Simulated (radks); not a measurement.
Ionisation of the silver ion Ag2+, [Kr] 4d9, to [Kr] 4d8 as the strength of local exchange is varied. Calculated with a radial shooting solver on a logarithmic mesh with Libxc functionals: scalar-relativistic Kohn-Sham, Slater X-alpha exchange (alpha = 2/3 is LDA exchange), no correlation, spin-unpolarised, spherical densities, point nucleus.

\begin{tabular}{lrrrrr}
alpha & E(Ag2+) (hartree) & exchange (hartree) & IE (eV) & -e of the level emptied (eV) & <r> of it (bohr) \\ \hline
0.551 & -5281.53451 & -114.38011 & 32.402 & 25.372 (4d) & 1.350 \\
0.558 & -5282.99071 & -115.86498 & 32.545 & 25.502 (4d) & 1.348 \\
0.667 & -5305.71748 & -139.08888 & 34.827 & 27.593 (4d) & 1.318 \\
0.676 & -5307.59832 & -141.01505 & 35.020 & 27.770 (4d) & 1.316 \\
0.902 & -5355.04448 & -189.81187 & 40.075 & 32.449 (4d) & 1.261 \\
\end{tabular}

NIST Atomic Spectra Database: 34.8 +/- 0.3 eV (semi-empirical). The Delta-SCF value meets it near alpha = 0.67. Spin polarisation and multiplet splitting are left out, so open shells lie too high by an amount that depends on their filling.

Beside tabulated values, note that spin-unpolarised runs miss the spin-polarisation part of the exchange energy of open shells.
